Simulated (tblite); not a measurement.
Compound: C₂H₈Cl₂Ga₂O₂.
Bonds: C1–O2, O2–Ga3, Ga3–O4, O4–C5, Ga3–Cl6, Cl6–Ga7, Ga7–Cl8, Ga3–Cl8. Hydrogens: H9, H10, H11 on C1; H12, H13, H14 on C5; H15, H16 on Ga7.

Computed with GFN2-xTB (tblite), gas phase: L-BFGS steps from a force-field or distance-geometry start until the largest atomic force falls under 0.01 eV/Å.

The end geometry, which sets the zero of energy:
```
atom  x, y, z in Å
C1     -0.4499    2.8320    0.0651
O2      0.1985    1.6470    0.5026
Ga3     0.2125   -0.0759    0.2007
O4     -1.1421   -1.1530   -0.0440
C5     -2.4363   -1.4422    0.4624
Cl6     1.5407   -0.8249   -1.4732
Ga7     3.0483   -1.4853    0.0744
Cl8     1.7504   -0.6897    1.7429
H9      0.0356    3.2205   -0.8330
H10    -0.3578    3.5632    0.8720
H11    -1.5087    2.6633   -0.1465
H12    -2.3670   -2.1674    1.2759
H13    -3.0141   -1.8731   -0.3588
H14    -2.9446   -0.5457    0.8259
H15     4.3339   -0.6245   -0.0439
H16     3.0931   -3.0353    0.1335
```

Question: These geometries come from the run, each turned onto the end geometry. Order them by energy, lowest first.
A.
```
atom  x, y, z in Å
C1      0.0899    2.8136   -0.0569
O2      0.2175    1.5408    0.5678
Ga3    -0.1369   -0.1501    0.3165
O4     -1.6596   -0.9222   -0.0412
C5     -2.6626   -1.7250    0.5751
Cl6     1.2017   -0.7650   -1.4525
Ga7     2.8827   -1.0799    0.0299
Cl8     1.3948   -0.9801    1.7645
H9      0.9356    2.9683   -0.7358
H10     0.1153    3.5556    0.7424
H11    -0.8472    2.9132   -0.6090
H12    -2.2236   -2.4428    1.2706
H13    -3.1816   -2.2619   -0.2218
H14    -3.3674   -1.0890    1.1124
H15     3.8224    0.1468    0.2207
H16     3.4114   -2.5133   -0.2268
```
B.
```
atom  x, y, z in Å
C1     -0.1748    2.8947    0.0336
O2      0.1641    1.6078    0.5295
Ga3     0.0525   -0.1040    0.1862
O4     -1.3066   -1.1593   -0.0803
C5     -2.5095   -1.6351    0.5002
Cl6     1.3287   -0.9029   -1.4964
Ga7     2.9129   -1.2919    0.0743
Cl8     1.5269   -0.7435    1.7799
H9      0.5153    3.1840   -0.7647
H10    -0.0844    3.6022    0.8645
H11    -1.2018    2.9291   -0.3382
H12    -2.2958   -2.3992    1.2509
H13    -3.0926   -2.0887   -0.3043
H14    -3.0881   -0.8296    0.9574
H15     4.0283   -0.2371   -0.0729
H16     3.2174   -2.8174    0.1362
```
C.
```
atom  x, y, z in Å
C1      0.1498    2.6605   -0.0995
O2      0.2707    1.5177    0.7302
Ga3    -0.1147   -0.1465    0.3282
O4     -1.7345   -0.7105   -0.0206
C5     -2.5867   -1.6316    0.6368
Cl6     1.2731   -0.4371   -1.5799
Ga7     2.7751   -0.9984   -0.0158
Cl8     1.1929   -1.4764    1.5918
H9      1.0199    2.7464   -0.7599
H10     0.1063    3.5425    0.5453
H11    -0.7618    2.6224   -0.7022
H12    -2.0272   -2.2852    1.3062
H13    -3.1053   -2.2296   -0.1183
H14    -3.3403   -1.0897    1.2130
H15     3.4326    0.2734    0.5310
H16     3.4423   -2.3489   -0.3303
```
D.
```
atom  x, y, z in Å
C1     -0.4074    2.8599    0.0577
O2      0.1270    1.6235    0.5076
Ga3     0.1631   -0.0874    0.1552
O4     -1.1764   -1.1887   -0.0930
C5     -2.4423   -1.4893    0.4790
Cl6     1.5382   -0.8117   -1.4925
Ga7     3.0330   -1.4557    0.0807
Cl8     1.6830   -0.7060    1.7233
H9      0.1385    3.2145   -0.8193
H10    -0.2826    3.5763    0.8734
H11    -1.4690    2.7786   -0.1888
H12    -2.3270   -2.2152    1.2876
H13    -3.0596   -1.9221   -0.3120
H14    -2.9360   -0.5969    0.8713
H15     4.3017   -0.5658   -0.0004
H16     3.1084   -3.0051    0.1262
```
E.
```
atom  x, y, z in Å
C1     -0.0341    2.9129    0.0044
O2      0.1771    1.5943    0.4793
Ga3    -0.0450   -0.1133    0.2627
O4     -1.4429   -1.1142   -0.0106
C5     -2.6065   -1.7311    0.5236
Cl6     1.2473   -0.8815   -1.4467
Ga7     2.9072   -1.1912    0.0420
Cl8     1.4836   -0.7978    1.7741
H9      0.7394    3.1597   -0.7249
H10     0.0450    3.5874    0.8591
H11    -1.0162    3.0268   -0.4540
H12    -2.3272   -2.5085    1.2384
H13    -3.1328   -2.1865   -0.3196
H14    -3.2606   -1.0038    1.0110
H15     3.9519   -0.0569   -0.1190
H16     3.3064   -2.6872    0.1362
```

Answer: D (0.003 eV), B (0.035 eV), E (0.061 eV), A (0.114 eV), C (0.255 eV).

In the order of the answer:

```csv
step,E above end (eV),largest force (eV/Å),rms force component (eV/Å),rms distance from end (Å),rms bond change (Å),bond most changed (Å)
106,0.003,0.03,0.009,0.072,0.003,Ga3–Cl8 +0.007
75,0.035,0.16,0.047,0.296,0.004,Ga7–H15 -0.009
61,0.061,0.11,0.037,0.441,0.007,Ga7–Cl8 +0.018
38,0.114,0.15,0.054,0.590,0.012,Ga3–Cl6 +0.038
15,0.255,0.31,0.106,0.743,0.032,Ga3–Cl6 +0.113
```

The cost below is that of the whole relaxation. Hardware: an Arm Neoverse N1 with one thread (shared host). Cost: 2.1 s of wall time.
